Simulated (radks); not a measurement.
The numbers below are computed, except where a source is named.
Radial electron density D(r) = 4 pi r^2 rho(r) of an atom or ion with 36 electrons. Level of theory: Dirac Kohn-Sham, PBE, spin-unpolarised, spherical densities, finite nucleus; Fermi nuclear charge, rms radius of each element as measured or else 0.836 A^(1/3) + 0.57 fm (a radial shooting solver on a logarithmic mesh with Libxc functionals).

r (bohr)  D(r) (e/bohr)
0.001557          1.204
0.001769          1.517
0.002027          1.934
0.002304          2.424
0.002639          3.072
0.003             3.827
0.003437          4.815
0.003937          6.029
0.004475          7.413
0.005127          9.178
0.005827          11.15
0.006676          13.61
0.007588          16.28
0.008693          19.50
0.00996           23.08
0.01132           26.72
0.01297           30.76
0.01474           34.58
0.01689           38.44
0.01919           41.65
0.02199           44.31
0.02519           45.96
0.02863           46.42
0.0328            45.72
0.03728           44.13
0.04271           41.88
0.04855           39.85
0.05562           38.55
0.06372           38.85
0.07242           40.93
0.08297           44.85
0.09431           49.33
0.108             53.52
0.1228            55.47
0.1407            54.31
0.1612            49.73
0.1832            43.40
0.2099            36.70
0.2385            32.54
0.2733            31.70
0.3106            33.91
0.3559            37.39
0.4077            39.32
0.4634            37.93
0.5309            32.80
0.6034            25.82
0.6913            18.22
0.7857            12.54
0.9001            8.848
1.031             7.260
1.172             6.828
1.343             6.549
1.526             5.935
1.749             4.819
1.987             3.543
2.277             2.255
2.609             1.258
2.965            0.6408
3.397            0.2720
3.86             0.1047
4.423           0.03163
5.027          0.008413
5.759          0.001625

What is the nuclear charge?

Answer. Z = 37. The innermost maximum, from 1s, lies near gamma/Z bohr with gamma = sqrt(1 - (Z/c)^2) = 0.963, here 0.026 bohr (found: 0.0284), and its height grows with Z. The density is that of the rubidium ion Rb+ in [Kr]; the configuration itself is not fixed sharply by these data, and Z only to a few units. D(r) has 3 maxima, at r = 0.0284, 0.126, 0.414 bohr, and minima at 0.0584, 0.263 bohr, inside which lie 2.08, 11.03 electrons.
